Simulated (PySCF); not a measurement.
An unknown shows these calculated signals:

¹H NMR (500 MHz, computed): δ 3.83 (q, 2H), 1.29 (t, 3H), 0.04 (s, 9H).

¹³C{¹H} NMR (computed): δ 61.3 (CH2), 20.8 (CH3), -0.2 (CH3).

One conformer, in vacuum, non-relativistic Hamiltonian, fast rotation and ring inversion assumed for equivalent nuclei. Shieldings: GIAO PBE0/pcSseg-1; structure optimised with GFN2-xTB; PySCF.

References, each an isolated molecule treated in the same way: ¹H (σref 31.72), ¹³C (σref 186.93) against TMS.

Which of these does the molecule contain: a tert-butyl group, a heteroaromatic ring, a CH3CH2 unit, a (CH3)2CH unit, a Si–CH3 group?

## Answers


- A tert-butyl group: no.
- A heteroaromatic ring: no.
- A CH3CH2 unit: yes (δC 20.8, 61.3; δH 1.29 (t), 3.83 (q)).
- A (CH3)2CH unit: no.
- A Si–CH3 group: yes (δC -0.2; δH 0.04 (s)).

The data belong to SMILES C[Si](OCC)(C)C, C5H14OSi; they needn't prove each group on their own.

Carbon signals by region: 1 at 50–100 ppm, 2 below 50 ppm.

Shifts are as computed. Against solution values, carbons near 30 ppm lie about +3 ppm off and those near 130 ppm about +5 ppm. Of 1211 compounds with measured shifts, 218 miss one by over three times the rms of a fit or turn the order of signals round; such compounds aren't used in these exercises. Multiplicities follow the n + 1 count of equivalent neighbours, as no J values were calculated; m marks all less simple cases, F and P coupling included.
